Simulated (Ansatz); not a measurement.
In₅P₄Cl₃⁻, a halide-capped cluster cut from zinc blende InP (3 Cl on the cations). The state is a doublet with charge -1. Geometry PBE-D4/def2-SVP, that of the neutral singlet; atoms count from 1.

```
atom   x (Å)   y (Å)   z (Å)
 In1  -0.618  -1.630   1.414
 In2   1.928   0.914   0.762
 In3  -0.008  -0.496  -2.183
 In4  -2.859   0.002  -0.281
 In5  -0.537   2.528  -0.654
  P6   1.333  -1.386  -0.255
  P7  -3.096  -1.319   1.667
  P8   1.163   3.302   0.800
  P9  -1.987   1.257  -2.284
Cl10   0.387  -2.546   3.374
Cl11   3.901   0.581   2.053
Cl12   0.393  -1.207  -4.412
```

In the def2 sets In takes a core potential; there is no spin–orbit coupling. Single mean-field runs in def2-TZVP are fitted with def2-universal-jkfit.

Q: Estimate the Mulliken populations from the PBE0/def2-TZVP orbitals of Ansatz.

A: 
| atom | charge (e) | spin (α − β) |
| --- | --- | --- |
| In1 | 0.50 | 0.06 |
| In2 | 0.54 | 0.01 |
| In3 | 0.39 | 0.43 |
| In4 | 0.20 | 0.40 |
| In5 | 0.34 | 0.14 |
| P6 | -0.37 | -0.03 |
| P7 | -0.44 | -0.01 |
| P8 | -0.45 | 0.03 |
| P9 | -0.36 | -0.08 |
| Cl10 | -0.46 | 0.02 |
| Cl11 | -0.45 | 0.01 |
| Cl12 | -0.45 | 0.01 |
Mulliken values and Mayer orders depend strongly on the basis.

Q: Where does the spin sit?

A: Summed by element: In 1.04, P -0.08, Cl 0.04, of 1 unpaired in all. Largest on single atoms: In3 0.43, In4 0.40, In5 0.14.

Q: And the Mayer bond orders between bonded heavy atoms (over 0.3)?

A: In1–P6 0.85 (2.58 Å); In1–P7 1.13 (2.51 Å); In1–Cl10 0.83 (2.39 Å); In2–P6 0.85 (2.58 Å); In2–P8 1.09 (2.51 Å); In2–Cl11 0.86 (2.38 Å); In3–P6 0.95 (2.51 Å); In3–P9 0.77 (2.65 Å); In3–Cl12 0.85 (2.37 Å); In4–P7 1.46 (2.37 Å); In4–P9 0.92 (2.52 Å); In5–P8 1.46 (2.37 Å); In5–P9 0.96 (2.53 Å).
